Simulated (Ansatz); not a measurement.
Several settings on one geometry of `C=CC12CC3CC(CC(C3)C1)C2` (that of the charge 0 singlet, r2SCAN-D4/def2-SVP). Ansatz on 4 threads of Arm Neoverse V1 on a shared host; times are rough.

| atom | x (Å) | y (Å) | z (Å) |
| --- | --- | --- | --- |
| C1 | 3.254 | -0.682 | -1.072 |
| C2 | 2.518 | -0.162 | -0.083 |
| C3 | 1.019 | -0.057 | -0.018 |
| C4 | 0.618 | 1.432 | 0.138 |
| C5 | -0.905 | 1.572 | 0.272 |
| C6 | -1.383 | 0.800 | 1.512 |
| C7 | -1.015 | -0.684 | 1.366 |
| C8 | -1.691 | -1.258 | 0.112 |
| C9 | -1.212 | -0.487 | -1.128 |
| C10 | -1.581 | 0.997 | -0.981 |
| C11 | 0.312 | -0.626 | -1.261 |
| C12 | 0.509 | -0.823 | 1.230 |
| H13 | 4.346 | -0.705 | -1.008 |
| H14 | 2.804 | -1.101 | -1.976 |
| H15 | 3.033 | 0.243 | 0.802 |
| H16 | 0.981 | 1.998 | -0.739 |
| H17 | 1.121 | 1.857 | 1.026 |
| H18 | -1.164 | 2.641 | 0.378 |
| H19 | -2.476 | 0.910 | 1.629 |
| H20 | -0.917 | 1.219 | 2.422 |
| H21 | -1.352 | -1.240 | 2.258 |
| H22 | -1.449 | -2.331 | 0.008 |
| H23 | -2.790 | -1.183 | 0.204 |
| H24 | -1.694 | -0.901 | -2.031 |
| H25 | -2.678 | 1.110 | -0.907 |
| H26 | -1.259 | 1.558 | -1.877 |
| H27 | 0.664 | -0.092 | -2.163 |
| H28 | 0.586 | -1.689 | -1.388 |
| H29 | 0.792 | -1.887 | 1.143 |
| H30 | 1.010 | -0.429 | 2.133 |

Totals from different functionals, basis sets or treatments of relativity can't be compared as stabilities.

The 6-31G sets use Cartesian d functions. Correlated methods freeze 12 core orbitals.

(1) Give the basis size and estimate the energy, ⟨S²⟩ and time of these runs.

```json
{"run": "1", "method": "RKS B97M-V/6-31++G**", "charge": "0", "state": "singlet", "further keys": "scf: {omitted_lower_state_checks: [starts]}"}
{"run": "2", "method": "RKS ωB97/6-31G", "charge": "0", "state": "singlet", "further keys": "scf: {omitted_lower_state_checks: [starts]}"}
{"run": "3", "method": "RKS B2PLYP/def2-SVP", "charge": "0", "state": "singlet", "further keys": "scf: {lower_state_search: off}; forces asked"}
```

## Answers

(1) 
```csv
run,functions,energy (Eh),⟨S²⟩,wall time
1,336,-468.1900,–,56 s
2,144,-467.9454,–,12 s
3,258,-467.2389,–,55 s
```
